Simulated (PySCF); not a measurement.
ClI, SMILES ClI (connectivity only; charge and spin as stated), charge +1, multiplicity 2. Atoms are numbered in the order given.

```xyz
2

Cl     0.0000     0.0000    -1.7065
I      0.0000     0.0000     0.5474
```
Charge +1, spin multiplicity 2.

Coordinates come from a B3LYP-D3(BJ)/def2-TZVP optimisation. The multiplicity is an assumed one; other spin states were not compared. The def2 effective core potentials stand for the cores of I; spin–orbit coupling is left out.

Level of theory: r2SCAN/def2-TZVPD in PySCF.

The molecule is in vacuum.

Task: Estimate the frontier levels, dipole moment. (Estimate from the structure and the level; the computed values follow.)

Result: 
```
Property                                                            Value
------------------------------------------------  -----------------------
α spin, highest occupied and lowest empty level      -13.88 and -10.99 eV
β spin, highest occupied and lowest empty level      -13.62 and -13.19 eV
dipole moment about the centre of nuclear charge                   0.23 D
⟨S²⟩                                              0.754 (pure state 0.75)
```
